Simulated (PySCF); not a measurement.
Problem. Give a GFN2-xTB geometry of InChI=1S/C5H4F2/c6-4-2-1-3-5(4)7/h2-3H,1H2.

Solution. 
```
atom  x, y, z in Å
F1     2.4964   -0.6556    0.2595
C2     1.2068   -0.3370    0.1302
C3     0.1543   -1.1424    0.3211
C4    -1.0921   -0.3631    0.0632
C5    -0.5943    0.9967   -0.2976
C6     0.7439    0.9857   -0.2521
F7     1.5650    2.0059   -0.5094
H8     0.1710   -2.1747    0.6097
H9    -1.6793   -0.8027   -0.7458
H10   -1.7380   -0.3343    0.9430
H11   -1.2283    1.8242   -0.5478
```

Any rigid rotation of these coordinates is as good. Atoms count from 1 in this order. The C–C distances run from 1.339 Å (C5=C6, drawn double) to 1.492 Å (C3–C4, drawn single), a spread of 0.153 Å. The 5-membered ring C2–C3–C4–C5–C6 has internal angles of 103.8° to 109.6°; it is planar, 0.00 Å rms from its mean plane, widest ring torsion 0°. The 7 heavy atoms lie in one plane (0.000 Å rms).

Bonds between heavy atoms (Å): F1–C2 1.335, C2=C3 1.339, C3–C4 1.492, C4–C5 1.492, C5=C6 1.339, C6–F7 1.335, C2–C6 1.452.

Computed geometry: GFN2-xTB, gas phase.

Point group: C2v (tolerance 0.08 Å). No GFN2-xTB frequencies stand behind this structure, so it isn't proved a minimum.
